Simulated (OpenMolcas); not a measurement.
# O⁴⁺: effect of the basis set

```yaml
Program: OpenMolcas 26.06
Method: "SS-CASPT2, IPEA 0.25 Eh, imaginary shift 0.1 Eh (closed shells correlated: 1s)"
Active_space: 2 electrons in 4 orbitals (2s 2p)
State_averaging: 2S+1 = 3 even, 3 roots; 2S+1 = 1 even, 7 roots; 2S+1 = 3 odd, 3 roots; 2S+1 = 1 odd, 3 roots
Spin-orbit_coupling: RASSI with atomic mean-field integrals over the reference wave functions, term energies averaged over their components
```

A. ANO-RCC-VDZP [3s2p1d], DKH2, point nucleus; CASPT2 step roughly 1.6 core-seconds
B. ANO-L-VTZP [4s3p2d1f], non-relativistic, point nucleus; CASPT2 step about 1.8 core-seconds
C. ANO-RCC-VTZP [4s3p2d1f], DKH2, point nucleus; CASPT2 step of the order of 1.6 core-seconds
D. ANO-R3 [4s4p2d1f], X2C, finite nucleus; CASPT2 step about 1.9 core-seconds
E. ANO-R2 [4s4p2d1f], X2C, finite nucleus; CASPT2 step about 1.7 core-seconds
F. ANO-RCC-VQZP [5s4p3d2f1g], DKH2, point nucleus; CASPT2 step about 2.1 core-seconds

Energies in cm⁻¹ above 2s² ¹S₀, the measured ground level; measured values from Moore, Selected Tables of Atomic Spectra, NSRDS-NBS 3, section 9.

| Level | A | B | C | D | E | F | Measured |
| --- | --- | --- | --- | --- | --- | --- | --- |
| 2s² ¹S₀ | 0.0 | 0.0 | 0.0 | 0.0 | 0.0 | 0.0 | 0.0 |
| 2s 2p ³P°₀ | 93320 | 81630 | 82040 | 82280 | 82280 | 81950 | 81942 |
| 2s 2p ³P°₁ | 93430 | 81780 | 82190 | 82430 | 82430 | 82100 | 82079 |
| 2s 2p ³P°₂ | 93660 | 82070 | 82490 | 82720 | 82720 | 82400 | 82385 |
| 2s 2p ¹P°₁ | 172650 | 161970 | 161810 | 161340 | 161340 | 160500 | 158798 |
| 2p² ³P₀ | 236530 | 213570 | 214270 | 214270 | 214270 | 213800 | 213462 |
| 2p² ³P₁ | 236650 | 213710 | 214420 | 214420 | 214420 | 213950 | 213618 |
| 2p² ³P₂ | 236870 | 214000 | 214710 | 214710 | 214710 | 214240 | 213887 |
| 2p² ¹D₂ | 254810 | 233540 | 234050 | 233760 | 233760 | 232970 | 231721 |
| 2p² ¹S₀ | 309010 | 292030 | 291830 | 290590 | 290590 | 289450 | 287910 |

Deviations, from unrounded energies. A percentage is the sum of absolute deviations over the sum of measured energies, with the sign that they share, or ± where signs differ.

```csv
Against measurement,Levels,A,B,C,D,E,F
mean absolute deviation (cm-1),9,18000,1100,1300,1200,1200,620
other configurations (%),9,+10.3,±0.7,+0.8,+0.7,+0.7,+0.4
```

F lies closest to measurement on these levels and A furthest from it. The largest miss of F in the table is 2s 2p ¹P°₁, by +1700 cm-1. The ranking rests on the paired levels alone, and a cruder setting can come out closer through cancelling errors.

Among A to F the level of the table that moves most is 2p² ³P₀, by 23000 cm-1 (lowest in B, highest in A). Moves below CASPT2's spread within the term are not significant.

Term energies are means over components that CASPT2 splits; among the terms shown or strongly mixed into the levels shown the widest spread is 68 cm-1 (2p² ¹D, B). The basis is small and was not contracted for so high a charge (holds for A). Measured partners are found by configuration, term and J. A level has none where our copy of the source lacks it or the pairing is in doubt (some pairs that miss far off the trend of their configuration count as doubtful), and it then counts in no deviation. Levels of configurations outside the active space are missing.

° marks odd parity.
